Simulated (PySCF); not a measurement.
# How methods differ on the ionisation energy of Cs⁴⁴⁺

Cs⁴⁴⁺ [Ne] 3s1 (2S) → Cs⁴⁵⁺ [Ne] (1S), as a difference of total energies. Computed with PySCF 2.14 in an even-tempered Gaussian basis (18 s from 8.8 bohr⁻², ratio 2.2; 12 p from 11 bohr⁻², ratio 2.2; 5 d from 42 bohr⁻², ratio 2.4; 4 f from 63 bohr⁻², ratio 2.4; 4 g from 95 bohr⁻², ratio 2.4), with no relativity, point nucleus. Correlated levels: outer shells: 1s2 frozen; virtual orbitals above 40 to 60 times the deepest correlated orbital energy dropped. The calculations carry no spin-orbit coupling.

```
                method  ionisation energy (eV)
                   UHF                  3352.1
                   LDA                  3354.9
                   PBE                  3357.8
                  PBE0                  3356.5
                r2SCAN                  3351.2
                  BLYP                  3358.1
                   M06                  3351.7
    MP2 (outer shells)                  3352.8
SCS-MP2 (outer shells)                  3352.6
```

The gap to the reference is mostly relativistic.

For comparison: 3485 ± 4 eV (theoretical estimate listed by NIST; NIST Atomic Spectra Database, ionization energies).
